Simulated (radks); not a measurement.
Results of a calculation; reference values are marked as such.
Isoelectronic series with 53 electrons, each ion in its NIST ground configuration. Code: a radial shooting solver on a logarithmic mesh with Libxc functionals. Model: scalar-relativistic Kohn-Sham, BLYP, spin-polarised, spherical densities, finite nucleus; open shells are filled with parallel spins first (spin-orbit coupling, left out, can overturn this in heavy ions); Fermi nuclear charge, rms radius of each element as measured or else 0.836 A^(1/3) + 0.57 fm. Total energies (hartree) and orbital eigenvalues (hartree) (* marks an orbital that is empty in some or all of the ions):

ion            configuration  E (hartree)   5p down*     5p up*   5s down*
I          [Kr] 4d10 5s2 5p5  -7116.83604   -0.24340   -0.26319   -0.62400
Ba3+       [Kr] 4d10 5s2 5p5   -8134.0590   -1.52598   -1.55522   -2.10302
Pr6+   [Kr] 4d10 4f1 5s2 5p4   -9229.3772   -3.20511   -3.29457   -3.97164
Sm9+   [Kr] 4d10 4f4 5s2 5p1  -10405.8276   -5.08269   -5.20280   -6.01261
Tb12+      [Kr] 4d10 4f5 5s2  -11666.5072   -7.51649   -7.61089   -8.66704
Er15+          [Kr] 4d10 4f7  -13011.3730  -10.19346  -10.31554  -11.56617
Lu18+          [Kr] 4d10 4f7  -14443.7515  -13.48919  -13.61885  -15.15684
W21+           [Kr] 4d10 4f7  -15964.5621  -17.19128  -17.33086  -19.19017
Ir24+          [Kr] 4d10 4f7  -17576.1308  -21.29763  -21.44828  -23.66988
Hg27+          [Kr] 4d10 4f7  -19281.1661  -25.80817  -25.97042  -28.60293
